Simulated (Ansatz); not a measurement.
`FBCF` + `C[SeH]` → `C[Se]BCF` + H–F  (ligand exchange at a B–F bond)

Isolated molecules relaxed with PBE0-D4/def2-TZVP in Ansatz; ΔE leaves out vibrations. CCSD(T)/CBS adds triple-zeta CCSD(T) − MP2 to the extrapolated MP2 energy (def2 sets, frozen cores). This one scheme is used for every species. Functionals use def2-TZVPP. B3LYP here is the variant with VWN-RPA as its local correlation; programs differ in this. For Se outer-core shells are correlated without core-valence functions, which leaves a few kJ/mol of doubt a bond. Scalar relativity is left out up to krypton. One conformer a species, not always the lowest.

```
             level  ΔE (kcal/mol)
            PBE-D4           10.9
           ωB97X-V           14.6
           ωB97M-V           14.4
             B3LYP           16.5
   CCSD/def2-TZVPP           13.4
     HF/def2-QZVPP           21.0
SCS-MP2/def2-QZVPP           12.3
    CCSD/CBS(def2)           12.2
```

Task: What does CCSD(T)/CBS give? (Estimate.)

Result: Computed: +10.8 kcal/mol. The listed levels differ from it by 0.1, 3.8, 3.6, 5.7, 2.6, 10.2, 1.5, 1.4 kcal/mol.

Largest T1 diagnostic among the species: 0.012.

The D4 term adds −2.1 kcal/mol with B3LYP and −1.2 kcal/mol with PBE0; it sums over pairs of atoms, weighted by their polarisabilities, and B3LYP, whose exchange is more repulsive, gets the larger term. In def2-TZVPP, CCSD(T) changes the Hartree–Fock value by −8.6 kcal/mol (the triples alone add −1.4 kcal/mol) and MP2 by −10.3 kcal/mol.
